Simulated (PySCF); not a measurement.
Species: CH4BO2 (charge -1, singlet). It need not be the lowest isomer of its formula. Whether it binds its extra electron was not tested at this geometry. SMILES: [CH2-]B(O)O
Geometry from a B3LYP-D3(BJ)/def2-TZVP (Ansatz) optimisation:
```
B
C 1 1.4520
H 2 1.0879 1 122.62
H 2 1.0879 3 114.77 1 180.00
O 1 1.4530 2 123.94 3 -172.82
H 5 0.9623 1 108.28 2 -144.52
O 1 1.4530 2 123.94 3 7.18
H 7 0.9623 1 108.28 2 -144.52
```
Charge -1, spin multiplicity 1.

Dispersion corrections to the total energy (kcal/mol) from the dftd3 and dftd4 libraries through PySCF: D3(BJ) without and D4 with the three-body term, each with the damping fitted for the functional named.

```tsv
functional	D3(BJ)	D4
BHLYP	___	-3.27
TPSS	-3.12	-4.05
HF	-21.95	___
HSE06	-1.52	___
B2PLYP	-1.93	-2.07
CAM-B3LYP	-1.82	-2.45
PBE	-2.52	-2.98
```

Question: Complete the blanks.

Answer: 
- BHLYP, D3(BJ): -3.28
- HF, D4: -11.86
- HSE06, D4: -2.27
